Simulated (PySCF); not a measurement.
H₄S₃Si. Atoms are numbered in the order given.

```xyz
8

Si    -0.3800     0.3213     0.1843
S     -0.8358    -0.5968    -1.6918
S     -0.0455    -1.2988     1.5482
S      1.2819     1.6261    -0.1218
H     -1.4448     1.2190     0.7098
H     -1.6623    -1.5264    -1.1596
H     -0.0899    -0.5157     2.6502
H      2.1074     0.6383    -0.5350
```
Charge 0, spin multiplicity 1.

The structure is a stationary point at PBE0-D3(BJ)/def2-SVP. The values are those of a single conformer.

These are PBE0-D3(BJ)/def2-SVP (PySCF 2.14.0) values and carry that method's errors.

Frequencies are harmonic and unscaled.

Computed harmonic wavenumbers and intensities:
```csv
mode,ν (cm⁻¹),IR (km/mol),Raman (Å⁴/amu),depolarisation,moving atoms (share of kinetic energy)
1,113,2.1,9.4,0.74,"S 53 %, H 38 %, Si 9 %"
2,144,5.5,2.6,0.75,"S 78 %, H 12 %, Si 10 %"
3,192,5.1,1.2,0.57,"S 46 %, H 30 %, Si 24 %"
4,211,6.2,4.7,0.59,"H 67 %, S 23 %, Si 10 %"
5,225,26.0,4.8,0.73,"H 77 %, S 16 %"
6,272,48.5,6.4,0.75,"H 85 %, S 14 %"
7,443,13.7,17.6,0.03,"S 65 %, Si 29 %"
8,545,64.6,7.0,0.67,"Si 51 %, S 36 %, H 12 %"
9,559,75.7,7.6,0.75,"Si 52 %, S 38 %, H 10 %"
10,660,30.7,3.3,0.11,H 93 %
11,705,41.7,10.2,0.75,H 91 %
12,758,20.2,12.1,0.74,H 85 %
13,797,83.9,12.9,0.75,H 89 %
14,866,111.9,12.6,0.71,H 90 %
15,2249,92.2,170.1,0.20,H 97 %
16,2702,0.1,165.0,0.21,H 97 %
17,2704,0.4,153.1,0.41,H 97 %
18,2711,1.7,99.2,0.29,H 97 %
```
